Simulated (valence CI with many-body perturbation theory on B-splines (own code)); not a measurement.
Sr XXXII: what each term of the Hamiltonian does

Calculated by configuration interaction combined with many-body perturbation theory (CI+MBPT): five valence electrons over a frozen Dirac-Fock core [He], a basis of 9 s, 9 p, 8 d, 6 f, 3 g, 1 h functions for each j, with the one-electron correlation potential Σ1, the two-electron term Σ2, the three-electron term Σ3, Breit, model QED; selected CI, second order for the rest (own B-spline code, finite nucleus).

The last digits are not significant, and no measured levels were compared; by estimate large intervals hold to a few tenths of a per cent, small ones and those within an open d or f shell to about a per cent. Among the levels kept, up to 1500 cm⁻¹ of a level comes from second order outside the variational space, and about a tenth of that is noise between levels of different J, which matters for small intervals.

Each rung adds one term. CI alone is the Dirac-Coulomb CI over the frozen core; QED comes last and gives the full result, which names the levels. Energies are above (2s^2 2p1/2^2 2p3/2) J=3/2 on the same rung, in eV.

Levels are named by their leading jj configuration (3d3/2^4 stands for four electrons in 3d with j = 3/2), which in mixed levels can hold well under half, so a name can repeat and another be missing. Letters in brackets count levels of one name in rising energy.

| Level | CI alone | + Σ1 | + Σ2 | + Σ3 | + Breit | Full |
| --- | --- | --- | --- | --- | --- | --- |
| (2s^2 2p1/2 2p3/2^2) J=3/2 | 62.3 | 62.4 | 62.4 | 62.4 | 61.2 | 61.4 |
| (2s^2 2p1/2 2p3/2^2) J=5/2 | 77.5 | 77.5 | 77.5 | 77.5 | 75.0 | 75.2 |
| (2s^2 2p1/2 2p3/2^2) J=1/2 | 94.1 | 94.1 | 94.2 | 94.2 | 93.1 | 93.3 |
| (2s^2 2p3/2^3) J=3/2 | 156.5 | 156.6 | 156.6 | 156.6 | 153.7 | 154.0 |
| (2s 2p1/2^2 2p3/2^2) J=5/2 | 198.3 | 198.2 | 198.0 | 198.0 | 197.5 | 196.0 |
| (2s 2p1/2^2 2p3/2^2) J=3/2 | 235.5 | 235.4 | 235.1 | 235.1 | 234.7 | 233.2 |
| (2s 2p1/2^2 2p3/2^2) J=1/2 | 235.3 | 235.1 | 235.0 | 234.9 | 235.2 | 233.7 |
| (2s 2p1/2 2p3/2^3) J=3/2 [a] | 281.5 | 281.3 | 281.1 | 281.0 | 280.2 | 278.7 |
| (2s 2p1/2 2p3/2^3) J=5/2 | 300.4 | 300.2 | 300.0 | 299.9 | 297.8 | 296.4 |
| (2s 2p1/2 2p3/2^3) J=1/2 | 319.8 | 319.7 | 319.4 | 319.3 | 318.4 | 317.0 |
| (2s 2p1/2 2p3/2^3) J=3/2 [b] | 332.1 | 331.9 | 331.6 | 331.4 | 329.7 | 328.3 |
| (2s 2p3/2^4) J=1/2 | 399.2 | 399.2 | 398.9 | 398.7 | 396.4 | 395.1 |
| (2p1/2^2 2p3/2^3) J=3/2 | 482.3 | 482.0 | 481.5 | 481.2 | 481.5 | 478.4 |
| (2p1/2 2p3/2^4) J=1/2 | 556.3 | 556.0 | 555.5 | 555.2 | 554.0 | 551.1 |
| (2s^2 2p1/2^2 3s) J=1/2 | 2125.1 | 2125.4 | 2125.4 | 2125.3 | 2124.1 | 2124.5 |
| (2s^2 2p1/2^2 3p1/2) J=1/2 | 2166.3 | 2166.5 | 2166.5 | 2166.4 | 2165.8 | 2165.7 |
| (2s^2 2p1/2 2p3/2 3s) J=3/2 [a] | 2188.4 | 2188.7 | 2188.8 | 2188.7 | 2185.9 | 2186.4 |
| (2s^2 2p1/2 2p3/2 3s) J=1/2 | 2193.4 | 2193.7 | 2193.7 | 2193.6 | 2190.8 | 2191.4 |
| (2s^2 2p1/2^2 3p3/2) J=3/2 | 2192.6 | 2192.9 | 2192.9 | 2192.8 | 2191.5 | 2191.5 |
| (2s^2 2p1/2 2p3/2 3s) J=5/2 | 2200.7 | 2201.1 | 2201.1 | 2201.0 | 2197.1 | 2197.7 |
| (2s^2 2p1/2 2p3/2 3s) J=3/2 [b] | 2204.5 | 2204.8 | 2204.8 | 2204.7 | 2201.0 | 2201.5 |
| (2s^2 2p1/2 2p3/2 3p1/2) J=1/2 | 2229.2 | 2229.5 | 2229.5 | 2229.4 | 2227.2 | 2227.3 |
| (2s^2 2p1/2 2p3/2 3p1/2) J=3/2 [a] | 2234.0 | 2234.2 | 2234.2 | 2234.1 | 2231.6 | 2231.6 |
| (2s^2 2p1/2^2 3d3/2) J=3/2 | 2236.6 | 2236.8 | 2236.9 | 2236.8 | 2235.5 | 2235.4 |
| (2s^2 2p1/2 2p3/2 3p1/2) J=5/2 | 2243.0 | 2243.2 | 2243.3 | 2243.1 | 2239.7 | 2239.7 |
| (2s^2 2p1/2^2 3d5/2) J=5/2 | 2248.0 | 2248.2 | 2248.3 | 2248.2 | 2246.5 | 2246.5 |
| (2s^2 2p1/2 2p3/2 3p3/2) J=5/2 [a] | 2251.8 | 2252.1 | 2252.1 | 2252.0 | 2249.2 | 2249.3 |
| (2s^2 2p1/2 2p3/2 3p3/2) J=1/2 [a] | 2254.7 | 2255.0 | 2255.0 | 2254.9 | 2251.9 | 2252.0 |
| (2s^2 2p1/2 2p3/2 3p1/2) J=3/2 [b] | 2255.8 | 2256.1 | 2256.1 | 2255.9 | 2253.0 | 2253.1 |
| (2s^2 2p1/2 2p3/2 3p3/2) J=3/2 [a] | 2259.9 | 2260.2 | 2260.2 | 2260.1 | 2257.0 | 2257.1 |
| (2s^2 2p1/2 2p3/2 3p3/2) J=7/2 | 2264.5 | 2264.8 | 2264.9 | 2264.7 | 2260.7 | 2260.8 |

(1) How does the ionisation energy move along the ladder, and which term matters most?

## Answers

(1) CI alone 3825.5, + Σ1 3825.8, + Σ2 3825.9, + Σ3 3825.8, + Breit 3824.1, + QED 3824.0 eV. The largest step is Breit, -1.7 eV. NIST lists 3830 ± 30 eV (semi-empirical).
